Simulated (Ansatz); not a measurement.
The same ligand exchange along the group F, Cl, Br.

Program: Ansatz. Geometries: PBE0-D4/def2-TZVP. ΔE: electronic, gas phase. CCSD(T)/CBS adds triple-zeta CCSD(T) − MP2 to the extrapolated MP2 energy (def2 sets, frozen cores). This one scheme is used for every species. Functionals use def2-TZVPP. Elements past krypton have def2 core potentials. For Br, Sn outer-core shells are correlated without core-valence functions, which leaves a few kJ/mol of doubt a bond. Scalar relativity is left out up to krypton. One conformer a species, not always the lowest.

```json
{"reaction": "`[OH][SnH2][F]` + H–F → `[F][SnH2][F]` + H₂O", "CCSD(T)/CBS(def2) (kJ/mol)": "-31"}
{"reaction": "`[OH][SnH2][Cl]` + HCl → `[Cl][SnH2][Cl]` + H₂O", "CCSD(T)/CBS(def2) (kJ/mol)": "?"}
{"reaction": "`[OH][SnH2][Br]` + HBr → `[Br][SnH2][Br]` + H₂O", "CCSD(T)/CBS(def2) (kJ/mol)": "-84"}
```

(1) Fill in the missing values. (Best estimate.)

Largest T1 diagnostic: 0.014, for `[F][SnH2][F]`.

Answers

(1) The calculation gave: `[OH][SnH2][Cl]` + HCl → `[Cl][SnH2][Cl]` + H₂O: -67.7 kJ/mol.
